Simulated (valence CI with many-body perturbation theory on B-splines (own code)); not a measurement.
Energy levels of Lu66+

Computed by configuration interaction combined with many-body perturbation theory (CI+MBPT): three valence electrons over a frozen Dirac-Fock core [He], a basis of 11 s, 11 p, 10 d, 8 f, 5 g, 2 h functions for each j, with the one-electron correlation potential Σ1 (screened to all orders), the two-electron term Σ2, the three-electron term Σ3, Breit, model QED; selected single and double excitations, second order for the rest, scaled by the run's own slope (own B-spline code, finite nucleus).

No measured spectrum was set against this ion. As an estimate, large intervals hold to a few tenths of a per cent, small ones and those within an open d or f shell to about a per cent.

Levels 91 to 135 of 165, with energies above the lowest level, (2s^2 2p1/2) J=1/2. "Leading %" is the weight of the configuration and term that name the level; weights of strongly mixed levels are sums over their largest components and can fall short, so below about 35 % the name and the second component can differ from the true leading terms, or belong to a minority configuration. In the jj column 3d3/2^4 stands for four electrons in 3d with j = 3/2.

```csv
No.,Configuration,Term,J,E (Ry),Leading %,g,Leading jj
91,2p2.3p,2P°,1/2,867.02,87,0.629,2p1/2 2p3/2 3p3/2 (99 %)
92,2p2.3d,2G,7/2,867.50,54,1.002,2p1/2 2p3/2 3d3/2 (99 %)
93,2p2.3d,2D,5/2,868.68,37,1.121,2p1/2 2p3/2 3d3/2 (98 %)
94,2p2.3d,2D,3/2,869.09,47,1.099,2p1/2 2p3/2 3d3/2 (99 %)
95,2p2.3d,2P,1/2,869.81,38,1.618,2p1/2 2p3/2 3d3/2 (100 %)
96,2p2.3d,4D,7/2,873.08,46,1.294,2p1/2 2p3/2 3d5/2 (100 %)
97,2p2.3d,2G,9/2,874.40,65,1.166,2p1/2 2p3/2 3d5/2 (100 %)
98,2p2.3d,2P,3/2,874.45,39,1.313,2p1/2 2p3/2 3d5/2 (99 %)
99,2p2.3d,2F,5/2,874.56,44,1.130,2p1/2 2p3/2 3d5/2 (99 %)
100,2p2.3d,2D,5/2,875.86,58,1.247,2p1/2 2p3/2 3d5/2 (99 %)
101,2p2.3d,2F,7/2,876.36,70,1.123,2p1/2 2p3/2 3d5/2 (99 %)
102,2p2.3d,2D,3/2,876.88,57,0.962,2p1/2 2p3/2 3d5/2 (100 %)
103,2p2.3d,2P,1/2,877.30,57,1.211,2p1/2 2p3/2 3d5/2 (100 %)
104,2p2.3s,4P,5/2,921.79,65,1.429,2p3/2^2 3s (100 %)
105,2p2.3s,2P,3/2,922.62,55,1.156,2p3/2^2 3s (100 %)
106,2p2.3s,2S,1/2,926.88,68,1.978,2p3/2^2 3s (100 %)
107,2p2.3p,4P°,3/2,927.82,27,1.425,2p3/2^2 3p1/2 (100 %)
108,2p2.3p,2D°,5/2,927.97,39,1.166,2p3/2^2 3p1/2 (100 %)
109,2p2.3p,2P°,1/2,932.65,75,0.647,2p3/2^2 3p1/2 (100 %)
110,2p2.3p,4D°,7/2,952.57,65,1.303,2p3/2^2 3p3/2 (100 %)
111,2p2.3p,2D°,5/2,952.59,52,1.301,2p3/2^2 3p3/2 (100 %)
112,2p2.3p,2P°,1/2,952.69,54,1.256,2p3/2^2 3p3/2 (100 %)
113,2s2.4s,2S,1/2,955.57,98,1.992,2s^2 4s (98 %)
114,2p2.3p,2P°,3/2,956.29,62,1.300,2p3/2^2 3p3/2 (100 %)
115,2p2.3d,2D,3/2,957.88,30,1.166,2p3/2^2 3d3/2 (100 %)
116,2p2.3d,4D,5/2,958.02,29,1.141,2p3/2^2 3d3/2 (98 %)
117,2p2.3d,2F,7/2,958.05,39,1.080,2p3/2^2 3d3/2 (100 %)
118,2s2.4p,2P°,1/2,958.05,98,0.656,2s^2 4p1/2 (98 %)
119,2p2.3d,4P,1/2,958.33,48,1.634,2p3/2^2 3d3/2 (98 %)
120,2p2.3p,2P°,3/2,958.40,63,1.312,2p3/2^2 3p3/2 (100 %)
121,2p2.3d,2D,3/2,962.80,66,0.832,2p3/2^2 3d3/2 (95 %)
122,2p2.3d,2F,7/2,963.60,51,1.227,2p3/2^2 3d5/2 (100 %)
123,2p2.3d,4F,9/2,963.65,65,1.233,2p3/2^2 3d5/2 (100 %)
124,2p2.3d,2P,1/2,964.79,58,1.210,2p3/2^2 3d5/2 (98 %)
125,2p2.3d,2D,5/2,966.64,60,1.190,2p3/2^2 3d5/2 (99 %)
126,2p2.3d,2P,3/2,966.80,41,1.177,2p3/2^2 3d5/2 (95 %)
127,2s.2p.4s,4P°,1/2,967.59,77,2.192,2s 2p1/2 4s (100 %)
128,2s2.4p,2P°,3/2,968.72,81,1.362,2s^2 4p3/2 (81 %)
129,2p2.3d,2D,5/2,969.56,67,1.183,2p3/2^2 3d5/2 (99 %)
130,2s.2p.4p,4D,1/2,969.80,66,0.419,2s 2p1/2 4p1/2 (100 %)
131,2s.2p.4s,4P°,3/2,970.07,49,1.500,2s 2p1/2 4s (82 %)
132,2s.2p.4s,2P°,1/2,970.38,86,0.880,2s 2p1/2 4s (100 %)
133,2s2.4d,2D,3/2,970.57,95,0.801,2s^2 4d3/2 (95 %)
134,2s.2p.4p,4D,3/2,972.07,39,1.084,2s 2p1/2 4p1/2 (96 %)
135,2s.2p.4p,4P,1/2,972.84,42,1.770,2s 2p1/2 4p1/2 (100 %)
```
